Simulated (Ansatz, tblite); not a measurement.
Cost and result up the ladder for the cluster Cu₄Te₂ (the lowest singlet isomer of a short search) (6 atoms). Charge 0, multiplicity 1. Geometry: PBE-D4/def2-SVP.

Cartesian coordinates in Å:
```
Cu 2.017 -0.431 -0.652
Cu -0.169 0.387 -1.239
Cu -1.608 -0.379 0.516
Cu 0.585 0.384 1.104
Te -1.113 2.148 0.358
Te 0.287 -2.108 -0.087
```

Ansatz on 4 threads of Arm Neoverse V2 on a shared host; xTB runs through tblite on one thread. Times are rough, summed over both states, and most runs start from the orbitals of an earlier one. PBE0-D4/def2-SVP serves as the yardstick here, not as an exact answer. The other state is a doublet.

In the def2 sets Te takes a core potential; there is no spin–orbit coupling. The xTB rows come from tblite. Another isomer (singlet) lies 0.05 eV lower at PBE0-D4/def2-TZVP; other spin states weren't run for this one.

Raw xTB energies of ions are shifted by several eV.

```csv
level,functions,vertical IE (eV),difference from PBE0-D4/def2-SVP (eV)
PBE-D4/def2-SVP,176,6.86,-0.25
GFN1-xTB,54,13.02,5.91
GFN2-xTB,54,11.19,4.08
PBE0-D4/def2-SVP,176,7.11,0.00
```

Estimate how long each takes.

GFN1-xTB 0.017 s; GFN2-xTB 0.038 s; PBE-D4/def2-SVP 18 s; PBE0-D4/def2-SVP 45 s. On shared hardware such times vary by a factor of up to 3.
